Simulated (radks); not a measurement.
Problem. These are the eigenvalues of the occupied orbitals of an atom or ion with whole-number occupations (Ry). All-electron calculation, Dirac Kohn-Sham, exchange-only LDA, spin-unpolarised, spherical densities, finite nucleus; Fermi nuclear charge, rms radius of each element as measured or else 0.836 A^(1/3) + 0.57 fm. Program: a radial shooting solver on a logarithmic mesh with Libxc functionals.

orbital  eigenvalue
1s1/2     -393.0603
2s1/2     -44.04476
2p1/2     -37.16764
2p3/2     -36.64760
3s1/2      -5.03391
3p1/2      -3.17509
3p3/2      -3.11345
3d3/2      -0.30954
4s1/2      -0.28982

Which element is it, and in what charge state? The configuration may be excited. Open shells, if any, fill j = l - 1/2 first.

Solution. Z = 23, vanadium, charge 0: V in [Ar] 3d3 4s2. The list shows which subshells hold electrons but not how many an open one holds; the 1s level, -196.53 hartree, gives Z - s = 19.8 by -(Z - s)^2/2, which with screening and relativity narrows Z to a few neighbours, and the depths of the outer levels then fix element, charge and occupations together.
